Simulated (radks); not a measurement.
W3+, configuration [Xe] 4f14 5d3.

All-electron calculation, non-relativistic Kohn-Sham, PBE, spin-polarised, spherical densities, point nucleus; open shells are filled with parallel spins first (spin-orbit coupling, left out, can overturn this in heavy ions); relativity is left out, which matters for an element this heavy. Program: a radial shooting solver on a logarithmic mesh with Libxc functionals.

Energy parts (hartree):
part                       energy
total                 -15289.4803
kinetic                15285.5616
electron-nucleus      -36336.0166
Hartree                 6066.8989
exchange-correlation    -305.9242

Orbitals (lengths in bohr, moments of r in powers of bohr):
orbital  occ.  eigenvalue (hartree)      <r>       <r^4>   <1/r>
1s down     1             -2343.848  0.02047   7.905e-07   73.45
1s up       1             -2343.848  0.02047   7.905e-07   73.45
2s up       1             -386.1310  0.08649   0.0001290   17.23
2s down     1             -386.1245  0.08649   0.0001290   17.23
2p up       3             -370.1587  0.07316  0.00008119   17.26
2p down     3             -370.1538  0.07316  0.00008118   17.26
3s up       1             -88.96593   0.2197    0.004502   6.624
3s down     1             -88.96409   0.2197    0.004502   6.624
3p up       3             -81.56446   0.2097    0.004019   6.574
3p down     3             -81.56247   0.2097    0.004019   6.574
3d up       5             -67.76883   0.1839    0.002734   6.497
3d down     5             -67.76484   0.1839    0.002734   6.497
4s up       1             -18.65521   0.4898      0.1059   2.857
4s down     1             -18.65067   0.4898      0.1059   2.856
4p up       3             -15.56258   0.4970      0.1171   2.764
4p down     3             -15.55775   0.4970      0.1170   2.764
4d up       5              -9.92881   0.5137      0.1502   2.566
4d down     5              -9.92277   0.5136      0.1497   2.566
5s up       1              -3.44925    1.166       3.402   1.126
5s down     1              -3.38261    1.159       3.326   1.135
4f up       7              -2.58596   0.5894      0.4273   2.132
4f down     7              -2.57423   0.5862      0.4101   2.138
5p up       3              -2.55281    1.283       5.210   1.014
5p down     3              -2.47674    1.275       5.113   1.023
5d up       3              -1.21185    1.720       19.31  0.7440
5d down     0              -1.12402    1.727       20.00  0.7443
6s up       0              -0.97200    2.785       105.7  0.4566
6s down     0              -0.90597    2.803       109.0  0.4516
6p up       0              -0.76010    3.200       185.1  0.3962

The highest occupied level is 5d up at -32.976 eV. The density falls to 0.001 e/bohr^3 at r = 3.38 bohr. Spin moment in Bohr magnetons: 3. The spin density at the nucleus is -2.742 e/bohr^3 (1s -0.017, 2s -0.166, 3s -0.086, 4s 0.211, 5s -2.684). For comparison, the ionisation energy in NIST's Atomic Spectra Database is 38.2 eV (semi-empirical). In exact Kohn-Sham theory the highest level is minus the ionisation energy, but local and semilocal functionals leave it too shallow, through self-interaction and a potential that decays too fast; potentials with the right tail come closer.
